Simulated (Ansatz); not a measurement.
Computed with Ansatz on PBE0-D4/def2-TZVP structures; ΔE is electronic, products minus reactants. CBS: MP2 limit from def2 TZ/QZ plus the TZ coupled-cluster correction, frozen cores. This one scheme is used for every species. Functionals use def2-TZVPP. B3LYP here is the variant with VWN-RPA as its local correlation; programs differ in this. For Br outer-core shells are correlated without core-valence functions, which leaves a few kJ/mol of doubt a bond. Scalar relativity is left out up to krypton. Each species was taken in one conformer, which may not be the lowest.

Reaction (formal exchange of groups at a C–Cl bond): `ClCBr` + `N=CO` → `N=C(O)CBr` + HCl

`ClCBr`:

Cartesian coordinates in Å:
```
Cl -0.600 1.453 0.657
C -0.009 -0.111 0.123
Br 0.580 -0.118 -1.715
H -0.814 -0.834 0.203
H 0.843 -0.389 0.733
```

`N=CO`:

```xyz
6

N     0.447    0.883   -0.311
C     0.126   -0.277    0.057
O    -1.136   -0.609    0.341
H     1.445    0.952   -0.483
H     0.787   -1.137    0.191
H    -1.669    0.188    0.205
```

`N=C(O)CBr`:

Z-matrix (Å, degrees):
```
C
Br 1 1.924
C 1 1.504 2 113.6
H 1 1.089 2 107.5 3 121.6
H 1 1.089 2 107.5 3 -121.6
O 3 1.346 1 108.4 2 179.9
N 3 1.256 1 130.6 2 -0.1
H 6 0.967 3 106.2 1 180.0
H 7 1.016 3 111.3 1 0.0
```

HCl:

Cartesian coordinates in Å:
```
Cl -0.339 -0.476 0.260
H 0.339 0.476 -0.260
```

```tsv
level	ΔE (eV)
r2SCAN-D4	-0.54
PBE0-D4	-0.55
B3LYP	-0.45
SCS-MP2/def2-QZVPP	-0.55
```

Problem. What does CCSD(T)/CBS give? (An estimate is asked.)

Solution. Ansatz gave: -0.58 eV. The listed levels differ from it by 0.04, 0.03, 0.13, 0.03 eV.

Largest T1 diagnostic among the species: 0.014.

The D4 term adds −0.06 eV with B3LYP and −0.03 eV with PBE0; it sums over pairs of atoms, weighted by their polarisabilities, and B3LYP, whose exchange is more repulsive, gets the larger term. From PBE to PBE0 (25 % exact exchange), in def2-TZVPP and without D4, ΔE moves by −0.07 eV.
